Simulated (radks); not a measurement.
Q: Charge is removed step by step from the 5d up level of the tantalum ion Ta+, starting from [Xe] 4f14 5d(up 3, down 0) 6s1. All-electron calculation, scalar-relativistic Kohn-Sham, SCAN, spin-polarised, spherical densities, finite nucleus; open shells are filled with parallel spins first (spin-orbit coupling, left out, can overturn this in heavy ions); meta-GGA in the generalised Kohn-Sham scheme; Fermi nuclear charge, rms radius 5.3507 fm. Program: a radial shooting solver on a logarithmic mesh with Libxc functionals. At the starting occupation the eigenvalue is -11.455 eV. Estimate the energy to remove one whole electron from this level, the eigenvalue at the end, and how far E(n) bends from a straight line.

A: Delta-SCF 16.217 eV; final eigenvalue -21.225 eV; the deviation from the straight line is -1.221 eV at 0.5 electron removed, the largest on the grid computed. Slater's transition state (half an electron removed) gives 16.163 eV. Integrating minus the eigenvalue over the occupation (Janak's theorem) gives 16.222 eV. In this scalar-relativistic scheme the density is built from large components alone, so the theorem holds only approximately. The mean slope of the eigenvalue, de/dn, is 9.77 eV per electron.
